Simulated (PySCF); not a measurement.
# Working out the ionisation energy of Ga

Ga [Ar] 3d10 4s2 4p1 (2P) → Ga+ [Ar] 3d10 4s2 (1S). Calculation: PySCF 2.14, in cc-pVTZ-PP with ECP10MDF (5s4p3d1f, 39 functions); scalar relativity through the core potential. Frozen: 3s2 3p6 3d10. Energies in hartree (1 hartree = 27.21139 eV):

```json
{"part": "UHF", "Ga (lower)": "-258.302026", "Ga+ (upper)": "-258.098725"}
{"part": "CCSD correlation", "Ga (lower)": "-0.047072", "Ga+ (upper)": "-0.037335"}
{"part": "(T)", "Ga (lower)": "-0.000868", "Ga+ (upper)": "0.000000"}
```

Problem. What does Hartree-Fock give?

Solution. (-258.098725) − (-258.302026) = 0.203301 hartree = 5.532 eV.

Problem. What do CCSD and CCSD(T) give?

Solution. The CCSD correlation energies differ by 0.009737 hartree = 0.265 eV and the triples by 0.000868 hartree = 0.024 eV, so CCSD gives 5.797 eV and CCSD(T) 5.821 eV.

Measured between the centres of the two terms (NIST): 5.931 eV, so CCSD(T) (valence) is off by -0.110 eV.

What remains against the reference includes basis incompleteness, the frozen core and higher excitations.
